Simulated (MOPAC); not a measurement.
MOPAC input (AM1):

```
AM1 PRECISE GNORM=0.05 LET XYZ CHARGE=-1 GEO-OK AUX(PRECISION=9) THREADS=1
C4H7

C    -1.91608611 1    0.12897384 1   -0.02406549 1
C    -0.50380251 1    0.39037886 1    0.45132899 1
C     0.44953672 1   -0.23011568 1   -0.25094355 1
C     1.93122570 1   -0.12686495 1    0.02827151 1
H    -1.99758564 1   -0.55324551 1   -0.90801092 1
H    -2.42411750 1    1.06593423 1   -0.29487500 1
H    -2.53012608 1   -0.30912531 1    0.77615479 1
H     0.21165144 1   -0.88898661 1   -1.12039148 1
H     2.08760298 1    0.53074106 1    0.88802795 1
H     2.49710396 1    0.28338008 1   -0.82412359 1
H     2.39022800 1   -1.10293036 1    0.25566948 1
```

From the output:

```
                                                       MOPAC v23.2.5 Linux

          FINAL HEAT OF FORMATION =         39.81680 KCAL/MOL =     166.59348 KJ/MOL

          COSMO AREA              =        110.06 SQUARE ANGSTROMS
          COSMO VOLUME            =         92.64 CUBIC ANGSTROMS

          GRADIENT NORM           =          0.02031          =       0.00612 PER ATOM
          IONIZATION POTENTIAL    =          1.158679 EV
          HOMO LUMO ENERGIES (EV) =         -1.159  8.147
          NO. OF FILLED LEVELS    =         12
          MOLECULAR WEIGHT        =         55.0993         POINT GROUP:  Cs

          MOLECULAR DIMENSIONS (Angstroms)

            Atom       Atom       Distance
            H    10    H     7     5.27969
            H    11    H     6     3.39447
            H     9    H     8     2.90504

          SCF CALCULATIONS        =         32

   ATOM   CHEMICAL          X               Y               Z
  NUMBER   SYMBOL      (ANGSTROMS)     (ANGSTROMS)     (ANGSTROMS)

     1       C         -1.92396569  *   0.16468420  *   0.02097971  *
     2       C         -0.51407370  *   0.29000086  *   0.32148291  *
     3       C          0.49209282  *  -0.28467113  *  -0.31676431  *
     4       C          1.90504499  *  -0.09520124  *   0.06633024  *
     5       H         -2.20048813  *  -0.49709360  *  -0.85598395  *
     6       H         -2.35695343  *   1.17627319  *  -0.19934320  *
     7       H         -2.46693829  *  -0.24965561  *   0.91138712  *
     8       H          0.37621397  *  -0.95962191  *  -1.19471537  *
     9       H          1.99842965  *   0.58438564  *   0.94798594  *
    10       H          2.49999116  *   0.34620646  *  -0.77670780  *
    11       H          2.39063099  *  -1.07246459  *   0.32840466  *

                             CARTESIAN COORDINATES

   1    C       -1.923965694     0.164684202     0.020979712
   2    C       -0.514073702     0.290000857     0.321482905
   3    C        0.492092822    -0.284671130    -0.316764310
   4    C        1.905044994    -0.095201243     0.066330245
   5    H       -2.200488134    -0.497093597    -0.855983948
   6    H       -2.356953427     1.176273191    -0.199343204
   7    H       -2.466938290    -0.249655608     0.911387125
   8    H        0.376213973    -0.959621911    -1.194715368
   9    H        1.998429645     0.584385636     0.947985936
  10    H        2.499991162     0.346206463    -0.776707797
  11    H        2.390630988    -1.072464589     0.328404657

           Empirical Formula: C4 H7  =    11 atoms

      MOLECULAR POINT GROUP   :   Cs

                  EIGENVALUES
 -28.78805 -25.03428 -18.87164 -12.40909  -9.37262  -8.88710  -8.48708  -8.27762
  -6.78189  -6.38526  -2.88370  -1.15868   8.14745   9.45082   9.63476   9.74197
   9.81829  10.01990  10.30557  10.77241  11.08646  12.26849  13.55858

              NET ATOMIC CHARGES AND DIPOLE CONTRIBUTIONS

  ATOM NO.   TYPE          CHARGE      No. of ELECS.   s-Pop       p-Pop
    1          C          -0.075119        4.0751     1.20877     2.86635
    2          C          -0.523806        4.5238     1.44015     3.08366
    3          C          -0.300931        4.3009     1.20578     3.09515
    4          C          -0.101443        4.1014     1.21025     2.89119
    5          H          -0.056454        1.0565     1.05645
    6          H           0.015882        0.9841     0.98412
    7          H           0.015880        0.9841     0.98412
    8          H          -0.015707        1.0157     1.01571
    9          H           0.049595        0.9504     0.95040
   10          H          -0.003948        1.0039     1.00395
   11          H          -0.003949        1.0039     1.00395
 DIPOLE           X         Y         Z       TOTAL
 POINT-CHG.     0.910     0.119     0.243     0.949
 HYBRID        -0.245    -0.969    -1.268     1.615
 SUM            0.665    -0.850    -1.026     1.489

          ATOMIC ORBITAL ELECTRON POPULATIONS

     Atom    s        px        py        pz
    1  C   1.20877   1.00897   0.93372   0.92365
    2  C   1.44015   0.86702   1.00931   1.20732
    3  C   1.20578   0.92339   1.13168   1.04007
    4  C   1.21025   0.98459   0.94574   0.96087
    5  H   1.05645
    6  H   0.98412
    7  H   0.98412
    8  H   1.01571
    9  H   0.95040
   10  H   1.00395
   11  H   1.00395

 **********************
 *                    *
 * JOB ENDED NORMALLY *
 *                    *
 **********************

 == MOPAC DONE ==
```

The dipole moment of an ion depends on the origin.

The geometry given is a B3LYP-D3(BJ)/def2-TZVP minimum.
